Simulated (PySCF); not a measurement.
# Which determinant of TlSb lies lowest?

Unrestricted PBE0; PySCF, scalar-relativistic core potentials, basis sets Tl cc-pVDZ-PP with ECP60, Sb cc-pVDZ-PP with ECP28. Outer shells of the fragments: Tl 5d10 6s2 6p1; Sb 4d10 5s2 5p3.

Followed along the bond (rough minima from three points):

```tsv
2Ms+1	unpaired	⟨S²⟩ at the start	R at minimum (Å)	Te (eV)
3	π ↑↑	2.01	3.02	0.00
1	π ↑↓	1.01	3.02	0.30
3	σ ↑, π ↑	2.01	2.82	0.38
1	σ ↓, π ↑	1.01	2.81	0.61
1	none	0.00	3.00	1.13
```

Solutions found at the starting distance of 2.795 Å, counted from the lowest of them; the search is not exhaustive and high or unbound solutions are not listed, so other states can lie among these:

```csv
2Ms+1,unpaired,term,E (eV),⟨S²⟩,⟨Lz²⟩,μ (D)
3,π ↑↑,³Σ⁻,0.00,2.01,0.00,-1.72
3,"σ ↑, π ↑",³Π,0.25,2.01,1.01,-2.74
1,π ↑↓,mixed,0.29,1.01,2.01,-1.64
1,"σ ↓, π ↑",mixed,0.47,1.01,1.02,-2.71
1,none,mixed,1.11,0.00,2.00,-1.25
5,"σ ↑, π ↑↑↑",⁵Π,1.79,6.01,1.00,1.65
3,"σ ↑, π ↑↑↓",mixed,2.37,3.01,3.02,1.66
3,"σ ↓, π ↑↑↑",mixed,2.42,3.01,1.00,1.75
3,π ↑↑,mixed,3.08,2.00,2.01,-0.09
3,π ↑↑,mixed,3.31,2.00,2.01,-0.39
```

A term symbol is given only where ⟨S²⟩ and ⟨Lz²⟩ are close to those of a pure state; real π, δ and φ orbitals otherwise mix terms. A positive dipole means Tl(−)Sb(+).

Spin–orbit coupling is left out, which matters for elements this heavy, above all for dissociation energies. Counting both spins, an empty level lies below a filled one in some of these solutions, because spin and occupation are held.
